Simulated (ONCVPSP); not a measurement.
# What the settings do to the ONCV potential of xenon

Base potential:

ONCVPSP 4.0.1 input, shortened (lines: element, Z, core and valence counts, functional; n l f; lmax; l rc ep ncon nbas qcut; lloc lpopt rc5 dvloc0; l nproj debl; icmod fcfact rcfact), PBEsol, scalar-relativistic:

```
  Xe 54.00    6    5  -116133      upf
    1    0    2.00
    2    0    2.00
    2    1    6.00
    3    0    2.00
    3    1    6.00
    3    2   10.00
    4    0    2.00
    4    1    6.00
    4    2   10.00
    5    0    2.00
    5    1    6.00
    2
    0    1.10    0.00    5    9   11.40
    1    1.20    0.00    3    7   10.40
    2    1.25    0.00    3    8   13.80
    4    3    1.00    4.00
    0    3    1.90
    1    2    3.50
    2    2    1.60
    3    5.50    1.70
```

In the d channel the program set the typed energies aside and used -2.180, 0.250 Ha.

All-electron outer shells of the reference configuration (PBEsol, scalar-relativistic, ld1.x):

```
shell  level (eV)  outermost node (bohr)  outermost maximum (bohr)
   3p     -916.35                   0.12                      0.27
   3d     -653.54                      –                      0.23
   4s     -197.17                   0.36                      0.66
   4p     -141.07                   0.36                      0.69
   4d      -59.31                   0.34                      0.75
   5s      -19.78                   0.85                      1.63
   5p       -8.24                   0.92                      1.91
```

Cutoffs, loose and tight: the cutoffs (Ha) at which the residual kinetic energy of the hardest occupied pseudo-wave falls to 1 and 0.1 mHa per electron. They do not see the model core or the augmentation charge, which bear on the density cutoff. Test errors are all-electron minus pseudo excitation energies from the reference, over the configurations 4s2 4p6 4d10 5s2 5p5; 4s2 4p6 4d10 5s2 5p4; 4s2 4p6 4d10 5s2 5p3; 4s2 4p6 4d9 5s2 5p6. A dash means not determined; rows that change the core or the reference have their own tests.

```tsv
change	outcome	cutoff, loose	cutoff, tight	bound ghosts	GHOST(+) flags above zero	largest test error (meV)
base	generated, projector energies reset by the program	59 Ha	69 Ha	none	s	-17
d: qcut 9.1	generated, projector energies reset by the program	56 Ha	161 Ha	none	s	+54
d: qcut 11.2	generated, projector energies reset by the program	56 Ha	65 Ha	none	s	-18
d: qcut 13.4	generated, projector energies reset by the program	58 Ha	67 Ha	none	s	-17
d: qcut 18	generated, projector energies reset by the program	57 Ha	66 Ha	none	s	-17
d: qcut 20.7	generated, projector energies reset by the program	91 Ha	115 Ha	none	s, d	-17
```

What comes out with this change to the base: d: qcut 15.3?

outcome: generated, projector energies reset by the program; cutoff, loose: 60 Ha; cutoff, tight: 71 Ha; bound ghosts: none; GHOST(+) flags above zero: s; largest test error (meV): -17.

Reading the sweep of the qcut of the d channel (base included, trends over the rows without a ghost): The loose cutoff rises from 56 Ha at 9.1 to 91 Ha at 20.7 1/bohr, with one reversal. The waves are optimised to have the least kinetic energy above qcut, so the cutoff follows it (qcut²/2 in Ha). The median size of the test errors (rows with all tests solved) is not monotonic: lowest 8.6 meV at 13.4 1/bohr, highest 13.5 meV at 9.1 1/bohr.
